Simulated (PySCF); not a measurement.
# Löwdin shares of the frontier orbitals

Species: C7H5Cl3.
Structure used (PBE0-D3(BJ)/def2-SVP), in Å, numbered top down from 1:
```xyz
15
C7H5Cl3 angstrom
C     -3.2264   -0.2723    0.0965
C     -2.0021    0.2265   -0.1337
C     -0.7051   -0.3571    0.2187
C      0.2625    0.4933   -0.2079
C      1.7236    0.2981   -0.0599
Cl     2.5120    0.2120   -1.6619
Cl     2.4403    1.6205    0.9063
C     -0.3474    1.6639   -0.8549
C     -1.6884    1.5014   -0.8080
Cl    -2.8897    2.5619   -1.4091
H     -4.1167    0.2751   -0.2242
H     -3.3628   -1.2294    0.6053
H     -0.5689   -1.3080    0.7327
H      1.9568   -0.6378    0.4599
H      0.2006    2.4999   -1.2855
```

Computed, not measured: TDDFT wB97X-D/def2-SVPD, vertical, gas phase, core orbitals frozen in the response in PySCF.

Kohn–Sham orbitals with the atoms that hold most of them (Löwdin shares over 4%, at most four atoms; ? is withheld):

| orbital | ε (eV) | atoms |
| --- | --- | --- |
| HOMO-3 | -10.82 | Cl6 36%, Cl7 36%, C5 12%, H14 6% |
| HOMO-2 | -10.76 | Cl6 46%, Cl7 46% |
| HOMO-1 | -9.74 | ? |
| HOMO | -8.59 | C3 22%, C9 20%, Cl10 17%, C8 15% |
| LUMO | ? | ? |
| LUMO+1 | 1.46 | Cl6 34%, Cl7 34%, C5 24% |
| LUMO+2 | 1.67 | C5 19%, Cl7 18%, Cl6 18%, C8 11% |

Give the leading atoms of the HOMO-1.

C1 (bonded to C and 2 H) 24%; C2 (bonded to 3 C) 20%; C8 (bonded to 2 C and H) 14%; C4 (bonded to 3 C) 12%.

Which atoms hold the LUMO, and with what shares?

C1 (bonded to C and 2 H) 27%; C4 (bonded to 3 C) 13%; C2 (bonded to 3 C) 12%; C3 (bonded to 2 C and H) 11%.

What is the LUMO energy, and the HOMO–LUMO gap?

ε(LUMO) = -0.96 eV; the gap is 7.63 eV (0.2804 hartree).

How does S1 compare with the orbital gap of 7.63 eV?

S1 is at 3.34 eV (f = 0.022), 4.29 eV below the gap, made of HOMO→LUMO (99%). 

One configuration dominates each of S1, S2 and S6. Which, and how do the shares of the two leading atoms of either orbital change from the occupied to the empty one?

- S1 (3.34 eV, f 0.022), HOMO→LUMO (99%): C3 22% → 11%, C9 20% → at most 12%, C1 at most 16% → 27%, C4 at most 16% → 13%
- S2 (5.22 eV, f 0.429), HOMO-1→LUMO (90%): C1 24% → 27%, C2 20% → 12%, C4 12% → 13%
- S6 (6.35 eV, f 0.040), HOMO-2→LUMO (80%): Cl6 46% → at most 12%, Cl7 46% → at most 12%, C1 at most 4% → 27%, C4 at most 4% → 13%

Time: 91 s wall. Hardware: one thread of an Arm Neoverse V2 (shared host).

One conformer stands for the species.
